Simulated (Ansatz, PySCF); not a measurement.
# From computed data to an observable: transport gap, exciton binding and injection barriers

C8H5N5, SMILES C1=CC2=NC=NC3=CC=NC(=N1)N32.

Geometry optimised at PBE-D3(BJ)/def2-SVP.

Gas-phase, vertical values: ionisation energy 7.91 eV and electron affinity 1.22 eV from ΔSCF with PBE/def2-SVPD (Ansatz, a program for electronic structure); S1 2.09 eV and T1 1.88 eV from TDA-PBE/def2-SVP (PySCF). Assume, for the exercise, a film of permittivity 3.0, a cavity radius of 6.0 Å and electrodes of work function 4.7 eV (anode) and 3.6 eV (cathode), with aligned vacuum levels.

### Question
Work out the fundamental gap and exciton binding energy in the gas phase, the levels in the film by Born's model, the injection barriers and the thermal weight of S1 against T1 at 298 K.

### Answer

Fundamental gap IE − EA = 6.69 eV; exciton binding = gap − S1 = 4.60 eV.
Born polarisation P = (14.3996 eV Å / 2r)(1 − 1/ε) = 0.80 eV. Film: IE = 7.11 eV, EA = 2.02 eV, transport gap 5.09 eV; with S1 unchanged the binding falls to 3.00 eV.
Hole barrier IE − Φ(anode) = 2.41 eV; electron barrier Φ(cathode) − EA = 1.58 eV (a negative value means no barrier, and the level would pin).
ΔE(ST) = S1 − T1 = 0.21 eV, and the triplet has three sublevels, so the ratio S1/T1 is (1/3) exp(−ΔE/kT) = 9.4e-5 with kT = 0.02569 eV: small enough a gap for thermal return to the singlet. All inputs carry the errors of their functional, and relaxed states would shift them.
